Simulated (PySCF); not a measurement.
**How the method changes the constants of TlSe**

State: ²Π (doublet), unpaired electrons π ↑. Set-up: Tl def2-SVP with ECP60, Se def2-SVP; scalar-relativistic core potentials (PySCF 2.14). De refers to Tl + Se in their high-spin ground configurations, without counterpoise correction. The functionals are run spin-unrestricted. A positive dipole means Tl(−)Se(+).

| Level | Re (Å) | ωe (cm⁻¹) | De (eV) | μ (D) | CPU s a point (SCF and correlation, without the integrals) |
| --- | --- | --- | --- | --- | --- |
| UHF | 2.765 | 172 | 1.63 | -4.19 | 0.16 |
| UHF-MP2 | 2.728 | 182 | 2.46 | n/a | 0.26 |
| UHF-SCS-MP2 | 2.743 | 179 | 2.39 | n/a | n/a |
| UHF-CCSD | 2.743 | 178 | 2.33 | n/a | n/a |
| UHF-CCSD(T) | 2.745 | 178 | 2.42 | n/a | 7.3 |
| PBE | 2.754 | 171 | 2.99 | -3.14 | 0.41 |
| PBEsol | 2.719 | 178 | 3.18 | -2.95 | 0.3 |
| PW91 | 2.751 | 172 | 3.03 | -3.10 | 0.53 |
| r²SCAN | 2.734 | 177 | 2.91 | -3.39 | 0.53 |
| PBE0 | 2.731 | 178 | 2.83 | -3.46 | 0.81 |
| HSE06 | 2.734 | 177 | 2.87 | -3.40 | 0.88 |
| M06-2X | 2.761 | 173 | 2.64 | -4.14 | 0.65 |

Q: Which functional lies closest to UHF-CCSD(T) in De, which farthest, and by how much do they differ from it?

A: Closest is M06-2X (+1.6 pm in Re, -2.8 % in ωe, +0.22 eV in De against UHF-CCSD(T) in the same basis), farthest PBEsol (-2.6 pm in Re, +0.0 % in ωe, +0.76 eV in De). CCSD(T) converges more slowly with the basis than the functionals do and binds too weakly in this one, so the order can change at the basis-set limit.

Q: What does the step from GGA to meta-GGA do here, going from PBE to r²SCAN?

A: r²SCAN less PBE: -2.0 pm in Re, +3.5 % in ωe, -0.08 eV in De. 

Q: What does second-order correlation do here, going from UHF to UHF-MP2?

A: UHF-MP2 less UHF: -3.7 pm in Re, +5.8 % in ωe, +0.83 eV in De. Correlation nearly always deepens the well. The bond shortens, as in weak, metallic or heavy-atom bonds, where dispersion and the correlation of outer-core electrons pull the atoms together.

Correlated steps freeze 13 core orbitals. Correlated levels converge slowly with the basis: in double zeta they bind strong bonds too weakly, by up to about 1 eV, and carry superposition errors of some tenths. Spin–orbit coupling is left out, which matters for elements this heavy, above all for dissociation energies. The state was picked by a PBE0 search and need not be the measured ground state.

The whole job (state search and all levels along the bond) took about 2.2 min on 1 thread of Intel Xeon 6975P-C (shared host), peak memory 0.75 GiB.
